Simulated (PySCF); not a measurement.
C4H5F3, SMILES C=CCC(F)(F)F, GFN2-xTB optimised geometry.

```
12

C      0.74    -2.04    -2.08
C      0.01    -1.47    -1.14
C     -0.42    -0.03    -1.18
C      0.16     0.73     0.00
F      1.50     0.73     0.00
F     -0.22     2.02     0.00
F     -0.22     0.22     1.18
H      1.07    -1.50    -2.95
H      1.03    -3.07    -2.01
H     -0.31    -2.02    -0.26
H     -0.08     0.46    -2.09
H     -1.50     0.05    -1.11
```

Density from PySCF 2.14.0 with B3LYP/def2-TZVP at that geometry.

Minimum of the electron density along straight lines between bonded atoms, close to the bond critical point (lines longer than 1.1 times the sum of covalent radii, or with two minima, are not listed):

```json
[
 {"bond": "C1–C2", "length / Å": "1.318", "ρ at the minimum / e bohr⁻³": "0.364", "∇²ρ there / e bohr⁻⁵": "-1.15", "position (fraction from the first atom)": "0.50"},
 {"bond": "C2–C3", "length / Å": "1.501", "ρ at the minimum / e bohr⁻³": "0.260", "∇²ρ there / e bohr⁻⁵": "-0.68", "position (fraction from the first atom)": "0.50"},
 {"bond": "C3–C4", "length / Å": "1.518", "ρ at the minimum / e bohr⁻³": "0.265", "∇²ρ there / e bohr⁻⁵": "-0.72", "position (fraction from the first atom)": "0.46"},
 {"bond": "C4–F5", "length / Å": "1.340", "ρ at the minimum / e bohr⁻³": "0.286", "∇²ρ there / e bohr⁻⁵": "-0.51", "position (fraction from the first atom)": "0.34"},
 {"bond": "C4–F6", "length / Å": "1.344", "ρ at the minimum / e bohr⁻³": "0.284", "∇²ρ there / e bohr⁻⁵": "-0.52", "position (fraction from the first atom)": "0.34"},
 {"bond": "C4–F7", "length / Å": "1.341", "ρ at the minimum / e bohr⁻³": "0.285", "∇²ρ there / e bohr⁻⁵": "-0.50", "position (fraction from the first atom)": "0.34"},
 {"bond": "C1–H8", "length / Å": "1.077", "ρ at the minimum / e bohr⁻³": "0.289", "∇²ρ there / e bohr⁻⁵": "-1.04", "position (fraction from the first atom)": "0.64"},
 {"bond": "C1–H9", "length / Å": "1.076", "ρ at the minimum / e bohr⁻³": "0.291", "∇²ρ there / e bohr⁻⁵": "-1.05", "position (fraction from the first atom)": "0.64"},
 {"bond": "C2–H10", "length / Å": "1.081", "ρ at the minimum / e bohr⁻³": "0.289", "∇²ρ there / e bohr⁻⁵": "-1.04", "position (fraction from the first atom)": "0.65"},
 {"bond": "C3–H11", "length / Å": "1.091", "ρ at the minimum / e bohr⁻³": "0.282", "∇²ρ there / e bohr⁻⁵": "-0.98", "position (fraction from the first atom)": "0.64"},
 {"bond": "C3–H12", "length / Å": "1.093", "ρ at the minimum / e bohr⁻³": "0.280", "∇²ρ there / e bohr⁻⁵": "-0.97", "position (fraction from the first atom)": "0.64"}
]
```
